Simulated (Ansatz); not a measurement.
Total energies of closo-1-NB4 (H on N) (B4NH5) from Ansatz at PBE-D4/def2-TZVP, gas phase (1 Eh = 27.2114 eV = 2625.5 kJ/mol). The reference geometry is relaxed at B3LYP-D4/def2-SVP.

| state | geometry | energy (Eh) |
| --- | --- | --- |
| charge 0 singlet | reference | -157.00092 |
| charge 1 doublet | reference | -156.63675 |
| free B atom (doublet) | – | -24.61008 |
| free N atom (quartet) | – | -54.53214 |
| free H atom (doublet) | – | -0.49962 |

Question: Work out the vertical ionisation energy to the doublet.

Answer: E(charge 1 doublet) − E(charge 0 singlet) = -156.63675 − (-157.00092) = 0.36417 Eh = 9.91 eV. For comparison, −ε of the highest occupied level is 6.71 eV at this level, 3.20 eV less.

Question: What is the binding energy per atom against free atoms?

Answer: Atoms: 4 × (-24.61008) + 1 × (-54.53214) + 5 × (-0.49962) = -155.47056 Eh. Binding: -155.47056 − (-157.00092) = 1.53036 Eh = 41.64 eV, or 4.16 eV for each of 10 atoms (no zero-point energy, no counterpoise term).
